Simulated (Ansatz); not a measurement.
C6H16OSn⁺, that is SnMe3(OiPr) with one electron fewer. Charge 1, multiplicity 2. Geometry r2SCAN-D4/def2-SVP, that of the neutral singlet; atoms count from 1.

```xyz
24

Sn   -0.488    1.169   -0.281
C    -1.575    1.118    1.584
H    -2.035    0.130    1.737
H    -2.370    1.880    1.576
H    -0.892    1.327    2.420
C     0.541    3.020   -0.635
H    -0.169    3.829   -0.867
H     1.228    2.893   -1.485
H     1.124    3.297    0.255
C    -1.678    0.562   -1.978
H    -1.013    0.135   -2.743
H    -2.204    1.428   -2.407
H    -2.418   -0.197   -1.686
O     1.050   -0.117   -0.095
C     0.925   -1.325    0.626
C     2.320   -1.922    0.754
C    -0.042   -2.292   -0.055
H     0.542   -1.127    1.655
H     2.724   -2.138   -0.249
H     2.308   -2.855    1.340
H     2.994   -1.204    1.244
H    -1.060   -1.869   -0.107
H     0.294   -2.493   -1.086
H    -0.109   -3.250    0.486
```

In the def2 sets Sn takes a core potential; there is no spin–orbit coupling.

**Question.** Estimate the Mulliken populations from the PBE0/def2-TZVP orbitals of Ansatz.

**Answer.** 
| atom | charge (e) | spin (α − β) |
| --- | --- | --- |
| Sn1 | 0.91 | -0.04 |
| C2 | -0.60 | 0.04 |
| H3 | 0.17 | 0.00 |
| H4 | 0.19 | 0.00 |
| H5 | 0.18 | 0.00 |
| C6 | -0.58 | 0.04 |
| H7 | 0.18 | 0.00 |
| H8 | 0.18 | 0.00 |
| H9 | 0.18 | 0.00 |
| C10 | -0.56 | 0.19 |
| H11 | 0.19 | 0.00 |
| H12 | 0.20 | 0.00 |
| H13 | 0.18 | 0.00 |
| O14 | -0.24 | 0.62 |
| C15 | 0.01 | -0.01 |
| C16 | -0.35 | 0.00 |
| C17 | -0.36 | 0.09 |
| H18 | 0.16 | 0.06 |
| H19 | 0.15 | 0.00 |
| H20 | 0.15 | 0.00 |
| H21 | 0.16 | 0.00 |
| H22 | 0.14 | 0.00 |
| H23 | 0.17 | 0.00 |
| H24 | 0.19 | 0.01 |
Mulliken values depend strongly on the basis.

**Question.** Where does the spin sit?

**Answer.** Summed by element: Sn -0.04, C 0.34, H 0.08, O 0.62, of 1 unpaired in all. Largest on single atoms: O14 0.62, C10 0.19, C17 0.09.

**Question.** And the Mayer bond orders between heavy atoms (over 0.3)?

**Answer.** Sn1–C2 0.92 (2.16 Å); Sn1–C6 0.94 (2.15 Å); Sn1–C10 0.84 (2.16 Å); Sn1–O14 0.65 (2.01 Å); O14–C15 0.98 (1.41 Å); C15–C16 1.03 (1.52 Å); C15–C17 0.94 (1.53 Å).
